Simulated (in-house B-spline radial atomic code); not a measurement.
Mg²⁺. Computed with a B-spline radial atomic code. Model: all-electron spherical atom, spin shells full or empty, radial basis limit, no spin-orbit coupling, Breit or QED, empty-state partial waves extrapolated as (l+1/2)^-4, RPA, G0W0 and static COHSEX of the highest shell as one setting changes (uncorrelated shells keep exact exchange).

Empty levels are discrete states of a finite basis, so the steps are uneven.

Given: element Mg; charge 2; filled core He; hamiltonian non-relativistic; mean-field start PBE; highest l of empty states 9; lowest nl shells left uncorrelated 0; highest mean-field shell 2p; box radius 17.55 bohr.

Shell: 2s 1 1, 2p 3 3 (electrons up and down).

```tsv
highest empty level kept (hartree)	RPA correlation energy (hartree)	G0W0 level (eV)	G0W0 minus most complete (meV)	COHSEX level (eV)	linearised minus solved G0W0 (meV)
3	-0.10489	-78.014	1716.5	-79.086	-73.9
6	-0.19988	-78.205	1525.4	-79.887	-71.6
10.5	-0.28205	-78.514	1216.5	-80.8	-74.3
18	-0.37159	-78.932	797.9	-82.012	-79.5
30	?	?	?	?	?
54	-0.48317	-79.469	261.3	-83.533	-87.2
90	-0.51994	-79.598	132.7	-83.892	-89.1
180	-0.5629	-79.685	45.3	-84.129	-90.4
360	-0.58675	-79.717	13	-84.208	-90.9
750	?	?	?	?	?
1800	-0.60506	-79.73	0.4	-84.238	-91.1
6000	-0.60656	-79.73	0	-84.239	-91.1
```

What follows for highest empty level kept = 750?

RPA correlation energy -0.59842 hartree; G0W0 level -79.727 eV; G0W0 minus most complete 3.2 meV; COHSEX level -84.232 eV; linearised minus solved G0W0 -91.1 meV.

What follows for highest empty level kept = 30?

RPA correlation energy -0.43621 hartree; G0W0 level -79.258 eV; G0W0 minus most complete 472 meV; COHSEX level -82.934 eV; linearised minus solved G0W0 -84.1 meV.
